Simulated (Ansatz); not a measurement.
Ansatz results at the PBE0-D4/def2-TZVP geometry: size of the dipole moment (B3LYP/def2-TZVPP) 1.64 D; zero-point energy (PBE0-D4/def2-TZVP) 168.9 kJ/mol; LUMO energy (B3LYP/def2-TZVPP) -0.90 eV.

Each molecule was computed in one conformer, which needn't be the lowest.

Q: Which molecule gave them?
A. `[OH][SnH2][Br]`
B. `[CH3][SnH]([OH])[SH]`
C. `C[O][SnH2][SH]`
D. `[F][SnH2][I]`

A: C. The others give `[OH][SnH2][Br]`: 1.71, 72.6, -1.41; `[F][SnH2][I]`: 2.57, 42.7, -1.98; `[CH3][SnH]([OH])[SH]`: 1.19, 171.3, -0.69.

B3LYP here is the variant with VWN-RPA as its local correlation; programs differ in this.
